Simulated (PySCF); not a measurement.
**Two-dimensional NMR puzzle**

Compound of formula C$_{7}$H$_{8}$. Correlations simulated from computed shifts and the bond graph:

HSQC (one-bond C–H):
```
  δH     δC
8.40  145.6
8.28  142.8
5.52   92.1
4.79  110.5
4.78  110.5
1.99   23.6
```

COSY cross peaks (H two or three bonds apart, from the bond graph; peaks can be absent where the dihedral angle is near 90°):
```
  δH    δH
8.40  8.28
4.79  4.78
```

HMBC (two and three bonds, from the bond graph; two-bond peaks within aromatic rings are usually weak or absent):
```
  δH                                       δC
8.40                       142.8, 119.3, 92.1
8.28                       145.6, 119.3, 92.1
5.52  150.2, 145.6, 142.8, 119.3, 110.5, 23.6
4.79                        150.2, 92.1, 23.6
4.78                        150.2, 92.1, 23.6
1.99                       150.2, 110.5, 92.1
```

Carbons without hydrogens: δ 150.2, 119.3.

Computed data (PySCF 2.14): structure optimised with GFN2-xTB, PBE0/pcSseg-1 with gauge-including orbitals. Single conformer, non-relativistic Hamiltonian, in vacuum, one averaged value for each set of equivalent atoms.

δ = σ(ref) − σ, references computed at the same level: TMS for $^{1}$H (σref 31.72), $^{13}$C (σref 186.93).

Exchangeable hydrogens are left out of these lists.

Task: Assemble the structure.

Result: SMILES C(C(=C)C)=C1C=C1.

Mapped SMILES: `[CH2:1]=[C:2]([CH3:3])[CH:4]=[C:5]1[CH:6]=[CH:7]1`; H(Xn) means a hydrogen on atom n. Ha(C1) is cis to C3; Hb(C1) is trans to C3.

1. δC 150.2 is C2, a fully substituted alkene carbon.
2. δC 145.6 is C7, an alkene CH (δH 8.40).
3. δC 142.8 is C6, an alkene CH (δH 8.28).
4. δC 119.3 is C5, a fully substituted alkene carbon.
5. δC 110.5 is C1, a terminal =CH2 carbon (δH 4.79, 4.78).
6. δC 92.1 is C4, an alkene CH (δH 5.52).
7. δC 23.6 is C3, an allylic methyl carbon (δH 1.99).
8. HMBC from δH 8.40 reaches the proton-free carbon C5.
9. HMBC from δH 8.28 reaches the proton-free carbon C5.
10. HMBC from δH 5.52 reaches the proton-free carbons C2, C5.
11. HMBC from δH 4.79 reaches the proton-free carbon C2.
12. COSY links 8.40–8.28, 4.79–4.78.

This is the structure that produced the data.

Shifts are as computed. Against solution values, carbons near 30 ppm lie about +3 ppm off and those near 130 ppm about +5 ppm (rms about the fit 2.1 ppm; single classes can miss by 10 ppm). Of 1328 compounds with measured shifts, 309 miss one by over three times the rms of a fit or turn the order of signals round; such compounds aren't used in these exercises. Signals without a measured value on file couldn't be tested in this way; 1H shifts scatter by 0.2 ppm about their fit, and single ones miss by 0.5 ppm.
